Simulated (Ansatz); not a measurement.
Frontier orbitals of `[CH3][Zn][Br]`.

Charge 0, multiplicity 1. For Zn the d shell is correlated and the shells below it are frozen. Correlated methods include outer-core shells of Br, which these sets cover unevenly. Scalar relativity is left out up to krypton. The structure was optimised at the PBE0-D4/def2-TZVP level. Basis def2-TZVPP, Ansatz.

Orbital energies of one run (eV). Highest occupied ones, from the top: -8.37, -8.37, -8.60, -10.22, -11.53, -11.53, -15.24, -15.26, -15.26, -15.31, -15.31, -19.93, -21.39, -72.82. Empty: -0.35, 0.01, 0.01, 2.04, 3.23, 3.54.

**Question.** Which functional gave them?
A. revPBE
B. CAM-B3LYP
C. r2SCAN
D. r2SCAN0

**Answer.** D. HOMO energies: r2SCAN0 -8.37, r2SCAN -7.22, CAM-B3LYP -9.48, revPBE -6.84 eV.
